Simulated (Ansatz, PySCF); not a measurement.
CHS, SMILES [CH][S] (connectivity only; charge and spin as stated), neutral, multiplicity 2. Atoms are numbered in the order given.

```xyz
3

C     -0.1319    -1.0337     0.0000
S      0.0048     0.5170     0.0000
H      0.6018    -1.8376     0.0000
```
Charge 0, spin multiplicity 2.

Coordinates come from a B3LYP-D3(BJ)/def2-TZVPD optimisation.

Two levels are set side by side: PBE-D3(BJ)/def2-TZVPD (Ansatz, a first-principles code) and B3LYP-D3(BJ)/def2-TZVPD (Ansatz). Each level has its own optimised geometry; the coordinates shown are those of the second. Frequencies come from the Hessian of PySCF at each geometry. Differences are taken from unrounded values.

```
quantity                            B3LYP-D3(BJ)  PBE-D3(BJ)  PBE-D3(BJ) minus B3LYP-D3(BJ)
----------------------------------  ------------  ----------  -----------------------------
mean bond length (Å)                       1.323       1.333                          0.010
bond C1–S2 (Å)                             1.557       1.567                          0.010
bond C1–H3 (Å)                             1.088       1.099                          0.011
highest harmonic wavenumber (cm⁻¹)          3114        3026                            -88
mean harmonic wavenumber (cm⁻¹)             1714        1668                            -46
zero-point energy (kcal/mol)                7.35        7.15                          -0.20
```

Exact exchange shortens and stiffens bonds; PBE has none. Differences between two approximate levels are no errors against the true value.
